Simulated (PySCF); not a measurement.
Which determinant of HgCl⁺ lies lowest?

Unrestricted PBE0; basis Hg def2-SVP with ECP60, Cl def2-SVP; scalar-relativistic core potentials; PySCF 2.14. Outer shells of the fragments: Hg+ 5d10 6s1; Cl 3s2 3p5.

Followed along the bond (rough minima from three points):

```
2Ms+1  unpaired  ⟨S²⟩ at the start  R at minimum (Å)  Te (eV)
    1      none               0.00              2.29     0.00
    3  σ ↑, π ↑               2.00  none in the scan   ≤ 1.07
    1  σ ↓, π ↑               1.00  none in the scan   ≤ 1.18
```

Solutions found at the starting distance of 2.445 Å, counted from the lowest of them; the search is not exhaustive and high or unbound solutions are not listed, so other states can lie among these:

```
2Ms+1  unpaired   term  E (eV)  ⟨S²⟩  ⟨Lz²⟩  μ (D)
    1      none    ¹Σ⁺    0.00  0.00   0.00  -2.25
    3  σ ↑, π ↑     ³Π    1.14  2.00   1.01   2.07
    1  σ ↓, π ↑  mixed    1.26  1.00   1.01   1.97
    3      σ ↑↑    ³Σ⁺    2.41  2.00   0.00   0.11
    3      π ↑↑    ³Σ⁻    5.42  2.00   0.00   6.78
    1      π ↑↓  mixed    5.80  1.01   2.01   6.50
    1      none  mixed    6.80  0.45   2.00   4.59
    3  σ ↑, δ ↑     ³Δ    6.84  2.01   4.00  -1.80
    1  σ ↑, δ ↓  mixed    6.91  1.01   4.00  -1.59
    3      π ↑↑  mixed    7.30  2.01   2.01   2.72
```

A term symbol is given only where ⟨S²⟩ and ⟨Lz²⟩ are close to those of a pure state; real π, δ and φ orbitals otherwise mix terms. A positive dipole points towards Cl; it is taken about the centre of mass and depends on that origin.

Spin–orbit coupling is left out. Counting both spins, an empty level lies below a filled one in some of these solutions, because spin and occupation are held.
